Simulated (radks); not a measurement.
Radial electron density D(r) = 4 pi r^2 rho(r) of an atom or ion with 21 electrons. All-electron calculation, scalar-relativistic Kohn-Sham, PBE, spin-unpolarised, spherical densities, point nucleus. Program: a radial shooting solver on a logarithmic mesh with Libxc functionals.

```
   r/bohr * D(r) (the largest magnitude, 43.3, reaches the edge; | marks zero)
  0.00229 | *
 0.002865 |  *
 0.003585 |   *
 0.004521 |     *
 0.005656 |       *
 0.007075 |           *
 0.008923 |               *
  0.01116 |                     *
  0.01397 |                           *
  0.01761 |                                   *
  0.02204 |                                         *
  0.02757 |                                              *
  0.03477 |                                               *
  0.04349 |                                             *
  0.05441 |                                         *
  0.06862 |                                      *
  0.08585 |                                        *
   0.1074 |                                               *
   0.1355 |                                                      *
   0.1695 |                                                      *
   0.2137 |                                           *
   0.2674 |                             *
   0.3345 |                      *
   0.4218 |                        *
   0.5278 |                           *
   0.6603 |                     *
   0.8327 |           *
    1.042 |   *
    1.303 |*
    1.644 *
    2.056 *
```

What is the nuclear charge?

Answer. Z = 31. The innermost maximum, from 1s, lies near gamma/Z bohr with gamma = sqrt(1 - (Z/c)^2) = 0.974, here 0.0314 bohr (found: 0.0339), and its height grows with Z. The density is that of the gallium ion Ga10+ in [Ar] 3d3; the configuration itself is not fixed sharply by these data, and Z only to about a unit. D(r) has 3 maxima, at r = 0.0339, 0.150, 0.515 bohr, and minima at 0.0714, 0.345 bohr, inside which lie 2.08, 10.69 electrons.
